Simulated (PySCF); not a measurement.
Species: C4H3O4S2 (charge -1).
SMILES with atom numbers: `[O:1]=[S:2](=[O:3])([O-:4])[c:5]1[cH:6][cH:7][c:8]([OH:9])[s:10]1` (hydrogens: H11 on C6; H12 on C7; H13 on O9)

Cartesian coordinates in Å at the GFN2-xTB level; atoms count from 1:
```xyz
13
C4H3O4S2 angstrom
O     -2.7050    0.6486    1.3662
S     -2.4333    0.3372   -0.0315
O     -3.0207   -0.9080   -0.5042
O     -2.5772    1.4670   -0.9402
C     -0.6572    0.0128   -0.0435
C      0.0476   -1.1224   -0.2374
C      1.4546   -0.9516   -0.1344
C      1.7821    0.3369    0.1431
O      3.0398    0.8404    0.3057
S      0.3632    1.3515    0.2792
H     -0.4371   -2.0567   -0.4534
H      2.1780   -1.7371   -0.2589
H      2.9608    1.7817    0.4914
```

Computed with PySCF 2.14.0, density-fitted response routines, TDDFT B3LYP/def2-SVPD, vertical, gas phase, core orbitals frozen in the response.

Transition dipole moments from the ground state, in atomic units and in the frame of the coordinates above (overall signs are arbitrary), for the states with f of 0.002 or more among the lowest 8:

```json
{"state": "S4", "E (eV)": "4.861", "μx": "0.988", "μy": "0.005", "μz": "0.024"}
{"state": "S7", "E (eV)": "5.280", "μx": "0.305", "μy": "0.089", "μz": "0.035"}
{"state": "S8", "E (eV)": "5.392", "μx": "-0.231", "μy": "-0.043", "μz": "-0.009"}
```

**Question.** What oscillator strength does each state have?

**Answer.** f = (2/3) ΔE |μ|² with ΔE in hartree (27.2114 eV).

```json
{"state": "S4", "|μ|² (au)": "0.977", "|μ| (D)": "2.51", "f": "0.116"}
{"state": "S7", "|μ|² (au)": "0.102", "|μ| (D)": "0.81", "f": "0.013"}
{"state": "S8", "|μ|² (au)": "0.055", "|μ| (D)": "0.60", "f": "0.007"}
```

**Question.** What angle do the transition dipoles of S4 and S7 make?

**Answer.** |cos θ| = |μa·μb| / (|μa| |μb|) = 0.96, so θ ≈ 17° (taken between 0 and 90°, since the signs are arbitrary).

**Question.** How is the summed strength of these states shared among x, y and z?

**Answer.** (2/3) Σ ΔE μα² gives 0.135 for x, 0.001 for y and 0.000 for z, 0.137 in all.

**Question.** What peak molar absorption coefficient would the strongest computed level give as a lone Gaussian band 0.5 eV wide at half height?

**Answer.** ε(max) = 2.175×10⁸ f / FWHM, with the width in cm⁻¹. S4: 2.175×10⁸ × 0.1163 / 4033 ≈ 6300 L mol⁻¹ cm⁻¹.

No detachment energy is given for this anion; states above it aren't bound, and a finite basis only mimics them.

Time: 72 s. Hardware: an Arm Neoverse V1 with one thread, on a shared host.

One conformer stands for the species.
